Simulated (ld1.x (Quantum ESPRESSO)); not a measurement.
## u(r) = r·R(r): atom against pseudo-atom (silver (Ag))

Columns: radius, all-electron u(r) and pseudo u(r) of the 5s shell (level -20.79 eV) of silver in the configuration [Ar] 3d10 4s2 4p6 4d9 5s0 5p0; PBE, scalar-relativistic, RRKJ scheme, ld1.x (Quantum ESPRESSO) 7.5.

| r (bohr) | all-electron | pseudo |
| --- | --- | --- |
| 0.082 | -0.1460 | 0.0604 |
| 0.165 | 0.0309 | 0.1168 |
| 0.248 | 0.2145 | 0.1641 |
| 0.330 | 0.1824 | 0.1988 |
| 0.413 | 0.0253 | 0.2200 |
| 0.495 | -0.1461 | 0.2281 |
| 0.578 | -0.2760 | 0.2257 |
| 0.660 | -0.3420 | 0.2170 |
| 0.742 | -0.3485 | 0.2062 |
| 0.825 | -0.3066 | 0.1970 |
| 0.908 | -0.2305 | 0.1926 |
| 0.990 | -0.1350 | 0.1955 |
| 1.072 | -0.0298 | 0.2076 |
| 1.155 | 0.0785 | 0.2313 |
| 1.238 | 0.1833 | 0.2682 |
| 1.320 | 0.2797 | 0.3183 |
| 1.402 | 0.3671 | 0.3796 |
| 1.485 | 0.4452 | 0.4474 |
| 1.568 | 0.5126 | 0.5127 |
| 1.650 | 0.5688 | 0.5688 |
| 1.733 | 0.6156 | 0.6156 |
| 1.815 | 0.6524 | 0.6524 |
| 1.898 | 0.6810 | 0.6810 |
| 1.980 | 0.7015 | 0.7015 |
| 2.062 | 0.7149 | 0.7149 |
| 2.145 | 0.7222 | 0.7222 |

Task: How many radial nodes do the two functions have?

Result: The all-electron 5s function has n − l − 1 = 4 (the table is too coarse to show those close to the nucleus); the pseudo-wave has 0, since the states of the same l below it are removed with the core.

Task: At about which radius was the pseudo-wave matched?

Result: 1.65 bohr, where the columns begin to agree (steps of 0.08 bohr).

Task: Is the pseudo-wave norm-conserving?

Result: Yes: the RRKJ scheme keeps the norm inside the radius equal to the all-electron one, which fixes the energy derivative of the logarithmic derivative at the level.
